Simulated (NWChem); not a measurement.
System: CH₃BrMgN₂

NWChem input:

```
start job
memory heap 200 mb stack 900 mb global 1100 mb
geometry units angstroms noautoz
  Mg    -0.002044     0.466700     0.000000
  Br    -0.002451    -1.903125     0.000000
  C      0.002692     2.878842     0.000000
  N      0.001685     2.183927    -1.122943
  N      0.001685     2.183927     1.122943
  H      0.004259     3.984277     0.000000
  H      0.001517     2.707392    -1.988204
  H      0.001517     2.707392     1.988204
end
basis spherical
  * library 3-21g
end
dft
  xc pbe0
  iterations 150
  mulliken
end
task dft energy
```

The geometry was optimised at PBE0/def2-SVP.

Task: Predict the main results of this run. (PBE0/3-21G.) Quantities: basis functions; energy (Ha); highest occupied level (eV); orbital gap (eV); dipole (D).

Result: 
| Item | Result |
|---|---|
| number of basis functions | 68 |
| energy (Ha) | -2908.85 |
| highest occupied level (eV) | -6.53 |
| orbital gap (eV) | 6.44 |
| dipole (D) | 6.09 |
